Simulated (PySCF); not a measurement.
HBrF2Si, singlet, at a GFN2-xTB geometry. Base run: B3LYP/6-31G in PySCF.

Input for PySCF:
```python
from pyscf import gto, scf, dft, solvent

mol = gto.M(
    atom='''
Si   -0.936877    0.015578    0.350435
F    -1.579760   -1.182532   -0.464303
F    -1.504804    1.305716   -0.374525
Br    1.205994   -0.037276    0.026239
H    -1.332436   -0.022101    1.724991
''',
    basis='6-31g',
    charge=0,
    spin=0,
    verbose=4,
)

mf = dft.RKS(mol)
mf.xc = 'b3lyp'
mf.kernel()
```

Each row names what was changed in the base input (with any setting that the change needs).

```json
[
 {"change": "base", "ΔE vs base (kJ/mol)": "0.00", "dipole (D)": "2.37", "HOMO-LUMO gap (eV)": "8.62"},
 {"change": "model = IEF-PCM; solvent = tetrahydrofuran; vdw_scale = 1.4", "ΔE vs base (kJ/mol)": "___", "dipole (D)": "___", "HOMO-LUMO gap (eV)": "8.67"},
 {"change": "model = IEF-PCM; solvent = toluene", "ΔE vs base (kJ/mol)": "-8.57", "dipole (D)": "2.57", "HOMO-LUMO gap (eV)": "8.67"},
 {"change": "model = IEF-PCM; solvent = tetrahydrofuran; vdw_scale = 1.1", "ΔE vs base (kJ/mol)": "-22.03", "dipole (D)": "2.81", "HOMO-LUMO gap (eV)": "8.71"},
 {"change": "model = IEF-PCM; solvent = tetrahydrofuran", "ΔE vs base (kJ/mol)": "-14.96", "dipole (D)": "2.73", "HOMO-LUMO gap (eV)": "8.70"},
 {"change": "model = SS(V)PE; solvent = tetrahydrofuran", "ΔE vs base (kJ/mol)": "-14.80", "dipole (D)": "2.72", "HOMO-LUMO gap (eV)": "8.70"},
 {"change": "model = COSMO; solvent = tetrahydrofuran", "ΔE vs base (kJ/mol)": "-14.90", "dipole (D)": "2.72", "HOMO-LUMO gap (eV)": "8.70"},
 {"change": "model = IEF-PCM; solvent = chloroform", "ΔE vs base (kJ/mol)": "___", "dipole (D)": "___", "HOMO-LUMO gap (eV)": "___"},
 {"change": "model = C-PCM; solvent = tetrahydrofuran", "ΔE vs base (kJ/mol)": "___", "dipole (D)": "___", "HOMO-LUMO gap (eV)": "8.70"},
 {"change": "model = IEF-PCM; solvent = tetrahydrofuran; lebedev_order = 11", "ΔE vs base (kJ/mol)": "-15.08", "dipole (D)": "2.72", "HOMO-LUMO gap (eV)": "8.70"},
 {"change": "model = IEF-PCM; solvent = dichloromethane", "ΔE vs base (kJ/mol)": "-15.56", "dipole (D)": "2.74", "HOMO-LUMO gap (eV)": "8.70"},
 {"change": "model = IEF-PCM; solvent = tetrahydrofuran; vdw_scale = 1.0", "ΔE vs base (kJ/mol)": "-34.3", "dipole (D)": "2.90", "HOMO-LUMO gap (eV)": "8.73"}
]
```

### Question
What belongs in the gaps?

### Answer

- model = IEF-PCM; solvent = tetrahydrofuran; vdw_scale = 1.4, ΔE vs base (kJ/mol): -7.95
- model = IEF-PCM; solvent = tetrahydrofuran; vdw_scale = 1.4, dipole (D): 2.61
- model = IEF-PCM; solvent = chloroform, ΔE vs base (kJ/mol): -13.03
- model = IEF-PCM; solvent = chloroform, dipole (D): 2.68
- model = IEF-PCM; solvent = chloroform, HOMO-LUMO gap (eV): 8.69
- model = C-PCM; solvent = tetrahydrofuran, ΔE vs base (kJ/mol): -16.00
- model = C-PCM; solvent = tetrahydrofuran, dipole (D): 2.75

The base is the gas phase, so ΔE is the electrostatic part of solvation at a fixed geometry, without cavity and dispersion terms.
